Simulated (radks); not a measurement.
The xenon ion Xe+, configuration [Kr] 4d10 5s2 5p5.

Method: scalar-relativistic Kohn-Sham, PBE, spin-polarised, spherical densities, finite nucleus; open shells are filled with parallel spins first (spin-orbit coupling, left out, can overturn this in heavy ions); Fermi nuclear charge, rms radius 4.7859 fm; computed with a radial shooting solver on a logarithmic mesh with Libxc functionals.

Energy parts (eV):
total: -202631.851
kinetic: 213074.838
electron-nucleus: -489911.825
Hartree: 79273.674
exchange-correlation: -5068.538

Orbitals (lengths in bohr, moments of r in powers of bohr; <r^-3> diverges for s and p1/2; r(max) is where P^2 peaks):
1s up: occ. 1; eigenvalue (eV) -34380.62; r(max) 0.01716; <1/r> 58.10
1s down: occ. 1; eigenvalue (eV) -34380.58; r(max) 0.01716; <1/r> 58.10
2s up: occ. 1; eigenvalue (eV) -5359.317; r(max) 0.09696; <1/r> 13.33
2s down: occ. 1; eigenvalue (eV) -5359.298; r(max) 0.09696; <1/r> 13.33
2p up: occ. 3; eigenvalue (eV) -4810.089; r(max) 0.07780; <r^-3> 6169; <1/r> 12.73
2p down: occ. 3; eigenvalue (eV) -4810.056; r(max) 0.07780; <r^-3> 6169; <1/r> 12.73
3s up: occ. 1; eigenvalue (eV) -1104.249; r(max) 0.2789; <1/r> 4.792
3s down: occ. 1; eigenvalue (eV) -1104.215; r(max) 0.2789; <1/r> 4.792
3p up: occ. 3; eigenvalue (eV) -926.8436; r(max) 0.2729; <r^-3> 1191; <1/r> 4.552
3p down: occ. 3; eigenvalue (eV) -926.8050; r(max) 0.2729; <r^-3> 1191; <1/r> 4.552
3d up: occ. 5; eigenvalue (eV) -663.7347; r(max) 0.2260; <r^-3> 164.0; <1/r> 4.311
3d down: occ. 5; eigenvalue (eV) -663.6976; r(max) 0.2260; <r^-3> 164.0; <1/r> 4.311
4s up: occ. 1; eigenvalue (eV) -207.5319; r(max) 0.6611; <1/r> 1.951
4s down: occ. 1; eigenvalue (eV) -207.4530; r(max) 0.6611; <1/r> 1.951
4p up: occ. 3; eigenvalue (eV) -151.3524; r(max) 0.6934; <r^-3> 237.9; <1/r> 1.791
4p down: occ. 3; eigenvalue (eV) -151.2721; r(max) 0.6934; <r^-3> 237.9; <1/r> 1.791
4d up: occ. 5; eigenvalue (eV) -69.4606; r(max) 0.7482; <r^-3> 25.28; <1/r> 1.513
4d down: occ. 5; eigenvalue (eV) -69.3420; r(max) 0.7482; <r^-3> 25.33; <1/r> 1.514
5s up: occ. 1; eigenvalue (eV) -29.4012; r(max) 1.616; <1/r> 0.7155
5s down: occ. 1; eigenvalue (eV) -28.7024; r(max) 1.611; <1/r> 0.7174
5p up: occ. 3; eigenvalue (eV) -17.3407; r(max) 1.874; <r^-3> 26.69; <1/r> 0.5909
5p down: occ. 2; eigenvalue (eV) -16.6264; r(max) 1.872; <r^-3> 26.61; <1/r> 0.5892

The highest occupied level is 5p down at -16.626 eV. For comparison, the ionisation energy in NIST's Atomic Spectra Database is 20.975 eV (semi-empirical). In exact Kohn-Sham theory the highest level is minus the ionisation energy, but local and semilocal functionals leave it too shallow, through self-interaction and a potential that decays too fast; potentials with the right tail come closer. Spin moment in Bohr magnetons: 1. The spin density at the nucleus is -0.8218 e/bohr^3 (1s -0.1817, 2s 0.0488, 3s 0.0369, 4s 0.1473, 5s -0.8731). The electron density at the nucleus is 2.806e+05 e/bohr^3 (large components only). The density falls to 0.001 e/bohr^3 at r = 4.12 bohr.
